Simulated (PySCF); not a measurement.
C5H14Ge2, SMILES [CH3][Ge](/[CH]=[CH]/[GeH3])([CH3])[CH3], GFN2-xTB optimised geometry.

```
21

Ge    -2.43    -2.11     4.06
C     -1.80    -1.15     2.49
C     -0.94    -1.64     1.61
Ge    -0.30    -0.69     0.00
C     -0.96    -1.65    -1.62
C     -0.99     1.17     0.00
C      1.68    -0.69     0.00
H     -1.77    -3.45     4.16
H     -2.14    -1.36     5.33
H     -3.91    -2.32     4.03
H     -2.19    -0.15     2.35
H     -0.56    -2.64     1.76
H     -2.04    -1.67    -1.64
H     -0.60    -2.68    -1.63
H     -0.61    -1.16    -2.52
H     -0.66     1.71     0.89
H     -0.62     1.71    -0.87
H     -2.07     1.19    -0.03
H      2.07    -0.18     0.88
H      2.07    -1.71     0.00
H      2.06    -0.19    -0.88
```

Density from PBE0/def2-SVP run with PySCF at that geometry.

Minimum of the electron density along straight lines between bonded atoms, close to the bond critical point (lines longer than 1.1 times the sum of covalent radii, or with two minima, are not listed):

```csv
bond,length / Å,ρ at the minimum / e bohr⁻³,∇²ρ there / e bohr⁻⁵,position (fraction from the first atom)
Ge1–C2,1.944,0.130,0.06,0.47
C2–C3,1.327,0.339,-0.89,0.50
C3–Ge4,1.972,0.124,0.07,0.54
Ge4–C5,1.989,0.121,0.04,0.47
Ge4–C6,1.986,0.122,0.04,0.47
Ge4–C7,1.989,0.121,0.04,0.47
Ge1–H8,1.494,0.142,0.08,0.59
Ge1–H9,1.497,0.141,0.08,0.59
Ge1–H10,1.497,0.141,0.08,0.59
C2–H11,1.084,0.279,-1.03,0.63
C3–H12,1.085,0.278,-1.03,0.63
C5–H13,1.086,0.273,-0.98,0.63
C5–H14,1.086,0.273,-0.98,0.62
C5–H15,1.086,0.272,-0.98,0.62
C6–H16,1.086,0.273,-0.98,0.63
C6–H17,1.086,0.272,-0.97,0.62
C6–H18,1.086,0.272,-0.98,0.62
C7–H19,1.086,0.273,-0.98,0.63
C7–H20,1.086,0.272,-0.98,0.62
C7–H21,1.086,0.272,-0.98,0.62
```
